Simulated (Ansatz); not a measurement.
`C[Te]B(O)O`. Total charge 0; spin multiplicity 1. Te: def2 effective core potential. The structure was optimised at the PBE0-D4/def2-TZVP level. It is one conformer, not always the lowest.

```xyz
10

C    -1.443    1.330    0.147
Te    0.688    1.380    0.363
B     0.977   -0.735   -0.064
O     2.204   -1.330   -0.075
O    -0.122   -1.484   -0.329
H    -1.806    2.339    0.330
H    -1.857    0.640    0.877
H    -1.690    1.014   -0.862
H     2.941   -0.750    0.119
H     0.106   -2.404   -0.505
```

Q: What is the dipole moment at r2SCAN/def2-TZVPP? (An estimate is asked.)

A: The calculation gave: 0.81 D, with components (0.20, -0.77, -0.15) D in this frame, pointing from negative to positive charge.

Q: And with PBE, B3LYP, ωB97M-V? (An estimate is asked.)

A: Ansatz gave: PBE 0.78 D, B3LYP 0.75 D, ωB97M-V 0.87 D.

Q: Give the Mulliken charges with r2SCAN, PBE, ωB97M-V in def2-TZVPP. (Estimate.)

A: Computed: 
```
atom  r2SCAN    PBE  ωB97M-V
  C1   -0.35  -0.45    -0.53
 Te2    0.02   0.02     0.04
  B3    0.21   0.12     0.17
  O4   -0.33  -0.26    -0.28
  O5   -0.32  -0.25    -0.27
  H6    0.11   0.14     0.15
  H7    0.12   0.15     0.17
  H8    0.12   0.15     0.17
  H9    0.22   0.21     0.20
 H10    0.20   0.19     0.18
```

B3LYP here is the variant with VWN-RPA as its local correlation; programs differ in this.
